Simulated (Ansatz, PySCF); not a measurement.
Os(O)3(OH)2 (H2O5Os), SMILES [O]=[Os](=[O])(=[O])([OH])[OH], multiplicity 1.

The structure is a stationary point at B3LYP-D3(BJ)/def2-SVP. The spin state was assumed, not searched. The def2 effective core potentials stand for the cores of Os; spin–orbit coupling is left out. The values are those of a single conformer.

Vertical ionisation energy (IE) and electron affinity (EA) in eV. Rows of orbital energies are one-electron estimates. Where ΔSCF, EOM or ADC give a negative EA the extra electron is unbound and the value depends on the basis.

| level | IE | EA |
|---|---|---|
| −ε(HOMO), −ε(LUMO), M06-2X/def2-TZVP (PySCF) | 11.00 | 4.35 |
| −ε(HOMO), −ε(LUMO), PBE/def2-TZVP (PySCF) | 8.16 | 5.58 |
| ΔSCF, PBE/def2-TZVPD (Ansatz), final states of multiplicity 2 and 2 | 11.29 | 2.38 |

**Question.** What vertical singlet–triplet gap does ΔSCF give with PBE0/def2-TZVPD (Ansatz, a first-principles code) and with PBE/def2-TZVPD (Ansatz)? (The exact figures need the calculation; the answer reports its results.)

**Answer.** 1.49 and 2.15 eV (triplet above singlet where positive).
